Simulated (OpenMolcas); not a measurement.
Ti3+ (d1) among equal point charges was computed by CASSCF with the d shell active (OpenMolcas, ANO-RCC-VTZP on the metal). Its lowest spin-free states, and all those of the highest spin:

```tsv
2S+1	Degeneracy	E (cm-1)
2	2	0.0
2	1	1460
2	1	5001
2	1	7986
```

Is the site octahedral, tetrahedral or cube-like, axial, or of lower symmetry?

The states with 2S+1 = 2 have orbital degeneracies 2, 1, 1, 1. There are pairs but no triples, so the site is axial: not cubic, but with a proper or improper axis of order three or more. The run had Ti3+ among 6 point charges of -1.5 e arranged as a tetragonal octahedron (D4h), 1.92 Å from the ion, with the axial distance 2.054 Å.

An orbital doublet at a regular site is open to a Jahn-Teller distortion, which this geometry leaves out. Point charges carry no covalency, so the field is a model and not that of real ligands. No measured value stands beside these numbers.
